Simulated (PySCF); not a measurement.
## Shapes and spin states of TcH₃

Method: PySCF, PBE0, basis Tc def2-TZVP with ECP28, H def2-TZVP (scalar-relativistic core potentials, no spin–orbit coupling, density fitting).

Relaxations began from a few typed shapes and spin states; open shells are unrestricted. The search is not exhaustive: other isomers or separated fragments can lie lower, and high-lying points may rest on an excited occupation.

(1) Which is the lowest minimum found?
A. quintet C2v: H–H 0.902 Å, Tc–H 1.717 Å, Tc–H 1.801 Å (×2); H–H–Tc 75.5° (×2), H–Tc–H 29.0°, H–Tc–H 165.5° (×2)
B. triplet Cs: Tc–H 1.612 Å, Tc–H 1.620 Å (×2); H–Tc–H 96.5° (×2), H–Tc–H 105.1°
C. singlet (closed shell, unstable to spin polarisation) Cs: Tc–H 1.571 Å, Tc–H 1.603 Å (×2); H–Tc–H 61.0° (×2), H–Tc–H 113.0°
D. singlet (closed shell, unstable to spin polarisation) C2v: Tc–H 1.572 Å, Tc–H 1.607 Å (×2); H–Tc–H 57.2° (×2), H–Tc–H 114.4°
E. broken-symmetry Ms = 1 (⟨S²⟩ 3.03) C2v: Tc–H 1.597 Å, Tc–H 1.686 Å (×2); H–Tc–H 69.2° (×2), H–Tc–H 138.4°
F. singlet (closed shell, unstable to spin polarisation) C3v: Tc–H 1.618 Å (×3); H–Tc–H 114.0° (×3)
G. quintet C2v: Tc–H 1.606 Å, Tc–H 1.712 Å (×2); H–Tc–H 72.5° (×2), H–Tc–H 144.9°
H. singlet (closed shell, unstable to spin polarisation) D3h: Tc–H 1.626 Å (×3); H–Tc–H 120.0° (×3)

Results:

(1) A. The others lie at 28.5 (quintet C2v), 28.9 (triplet Cs), 105.9 (broken-symmetry Ms = 1 C2v, a saddle point), 123.8 (singlet C3v), 127.2 (singlet Cs), 128.7 (singlet C2v, a saddle point), 135.1 (singlet D3h, a saddle point) kJ/mol above it.

For the lowest minimum: open d and f shells are described by one determinant, and the ground state may have another occupation or spin.
